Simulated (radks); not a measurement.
The numbers below are computed, except where a source is named.
Valence configurations of Cl3+ (all share [Ne]). Level of theory: scalar-relativistic Kohn-Sham, PBE, spin-polarised, spherical densities, finite nucleus; open shells are filled with parallel spins first; Fermi nuclear charge, rms radius 3.3654 fm (a radial shooting solver on a logarithmic mesh with Libxc functionals). Energies are relative to 3s2 3p2; eigenvalues in eV for spin up.

valence,E (eV),moment (Bohr magnetons),e(3p),e(3s)
3s2 3p2,0.000,2,-46.350,-60.171
3s1.5 3p2.5,4.870,3,-47.054,-60.940
3s1 3p3,8.910,4,-47.655,-61.610
3s0.5 3p3.5,18.686,3,-47.556,-61.484
3p4,27.604,2,-47.347,-

NIST lists [Ne] 3s2 3p2 as the ground configuration; this level of theory agrees among the configurations tried. The energies are those of spherical high-spin densities, not of single terms.
